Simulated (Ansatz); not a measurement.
Input (CCSDT(Q)/cc-pV(T+d)Z; Ansatz, an electronic-structure program): A basis named .json is the Basis Set Exchange file of that set.

Ansatz 0.2 input:
```yaml
crystal:
  periodic: [false, false, false]
  atoms:
    - {symbol: Si, position_ang: [-0.00999402, 0.00248223, 0.67729865]}
    - {symbol: Cl, position_ang: [1.09630832, 1.34039670, -0.26768776]}
    - {symbol: Cl, position_ang: [-1.08807796, -1.34244089, -0.29008759]}
basis:
  gaussian:
    orbitals: cc-pV_T+d_Z.json
total_charge: 1
magnetization: {spin_polarized: true, initial_magnetization: 1}
correlation: {method: ccsdt_q, electrons: outside_noble_gas}
```

Output:

```
Functional definition: HF
integrals: 0.44 GiB planned
1408 factors; integrals over basis functions are off by at most 1.3e-7 eV
mean field: 0.90 GiB planned
mean field evaluation 1: about -32861.8189 eV, gradient 1.8e1 eV
mean field evaluation 2: about -32862.0427 eV, gradient 1.8e1 eV
mean field evaluation 4: about -32864.2410 eV, gradient 2.3e0 eV
mean field evaluation 8: about -32864.3569 eV, gradient 1.9e-1 eV
mean field evaluation 16: about -32864.3580 eV, gradient 2.4e-6 eV
mean field evaluation 32: about -32860.1436 eV, gradient 1.9e0 eV
mean field evaluation 64: about -32860.0376 eV, gradient 7.7e-4 eV
mean field -32864.35803503 eV, -1207.7428815253 hartree, gradient 4.4e-6 eV, S^2 0.760846; 0 other end points of the search recorded, 0 dependent functions left out
15 core orbitals not correlated
reference -32864.35803503 eV, -1207.7428815253 hartree; 9, 8 occupied and 93, 94 virtual orbitals, 1408 factors
second order -12.04345009 eV of doubles, -0.00000000 eV of singles
coupled cluster: 10.26 GiB planned
cycle   1  -12.65210956 eV  change   -6.1e-1 eV  update   1.1e-1
cycle   2  -13.26048588 eV  change   -6.1e-1 eV  update   5.5e-2
cycle   3  -13.80951050 eV  change   -5.5e-1 eV  update   3.0e-2
cycle   4  -13.72457547 eV  change    8.5e-2 eV  update   1.1e-2
cycle   5  -13.69467705 eV  change    3.0e-2 eV  update   7.6e-3
cycle   6  -13.70528052 eV  change   -1.1e-2 eV  update   3.1e-3
cycle   7  -13.71061048 eV  change   -5.3e-3 eV  update   1.9e-3
cycle   8  -13.70903884 eV  change    1.6e-3 eV  update   7.1e-4
cycle   9  -13.70928780 eV  change   -2.5e-4 eV  update   4.4e-4
cycle  10  -13.70957764 eV  change   -2.9e-4 eV  update   1.8e-4
cycle  11  -13.70909190 eV  change    4.9e-4 eV  update   8.8e-5
cycle  12  -13.70922721 eV  change   -1.4e-4 eV  update   4.3e-5
cycle  13  -13.70928754 eV  change   -6.0e-5 eV  update   1.9e-5
cycle  14  -13.70930127 eV  change   -1.4e-5 eV  update   9.1e-6
cycle  15  -13.70930610 eV  change   -4.8e-6 eV  update   5.0e-6
cycle  16  -13.70930843 eV  change   -2.3e-6 eV  update   2.4e-6
cycle  17  -13.70930531 eV  change    3.1e-6 eV  update   1.4e-6
cycle  18  -13.70930375 eV  change    1.6e-6 eV  update   6.9e-7
perturbative correction -0.03729777 eV, -0.0013706678 hartree
Total energy: -32878.10463654 eV, -1208.2480598133 hartree
```
